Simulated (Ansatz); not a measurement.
Mulliken charges of BH₂O₂Se, SMILES `OB(O)[Se]` radical from r2SCAN/def2-TZVPP in Ansatz (PBE0-D4/def2-TZVP geometry).

```
atom   x (Å)   y (Å)   z (Å)  charge (e)
  O1   0.462   0.904  -0.531      -0.323
  B2  -0.168  -0.172   0.020       0.282
  O3   0.415  -0.852   1.035      -0.316
 Se4  -1.924  -0.797  -0.604      -0.075
  H5  -0.011   1.335  -1.244       0.218
  H6   1.269  -0.481   1.278       0.215
```

Task: By hand: the dipole of these point charges (1 e Å = 4.8032 D).

Result: Σ q r = (0.087, 0.176, -0.101) e Å, of length 0.221 e Å = 1.06 D.

Task: How does the dipole of the full density compare? (An estimate is asked.)

Result: Computed: (0.222, 0.293, -0.116) e Å, 1.85 D; the point charges give 0.57 times that, at 14° from its direction.

Point charges leave out the atoms' own dipoles, such as those of lone pairs, and Mulliken's split depends on the basis, so the two needn't agree.
